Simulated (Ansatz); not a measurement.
System: CH6NSi, charge 0, multiplicity 2. It need not be the lowest isomer of its formula. 
Geometry from a B3LYP-D3(BJ)/def2-TZVP (Ansatz, a quantum-chemistry and plane-wave program) optimisation:
```xyz
9

Si    -0.6031    -0.3232    -0.8507
N      0.4955     0.5993     0.1352
C      0.8091     0.2630     1.4835
H      1.0814     1.1557     2.0558
H      0.0357    -0.3005     2.0234
H      1.7121    -0.3703     1.4729
H      0.2134    -1.0913    -1.8240
H     -1.4665     0.6278    -1.5863
H     -1.4562    -1.2702    -0.0799
```
Charge 0, spin multiplicity 2.

Property: atomisation energy (electronic, to ground-state atoms); the coupled-cluster value holds the core correlation from cc-pwCVTZ, in kcal/mol. Cores are frozen in the correlated levels unless marked. Open shells are spin-unrestricted. Spin-orbit coupling is left out. No relativistic terms. CBS marks a two-point X^-3 extrapolation of the correlation energy; Hartree-Fock from the larger set. [CCSD(T)-MP2]/basis is that difference in the basis named.

Level to compare with: RI-MP2/CBS(cc-pV(T+d)Z,cc-pV(Q+d)Z)+[CCSD(T)-MP2]/cc-pV(T+d)Z plus the core term (Ansatz), 693.2 kcal/mol. It is a level with limits of its own, and the differences hold the functionals' basis error too.

Question: Rank these functionals by how close they come to RI-MP2/CBS(cc-pV(T+d)Z,cc-pV(Q+d)Z)+[CCSD(T)-MP2]/cc-pV(T+d)Z, closest first: r2SCAN/def2-TZVPD (Ansatz); HSE06/def2-TZVPD (Ansatz); wB97M-V/def2-TZVPD (Ansatz).

Answer: r2SCAN/def2-TZVPD (meta-GGA, 693.3 kcal/mol, difference 0.1), wB97M-V/def2-TZVPD (range-separated hybrid meta-GGA with VV10, 694.8 kcal/mol, difference 1.6), HSE06/def2-TZVPD (screened hybrid, 689.7 kcal/mol, difference -3.5)
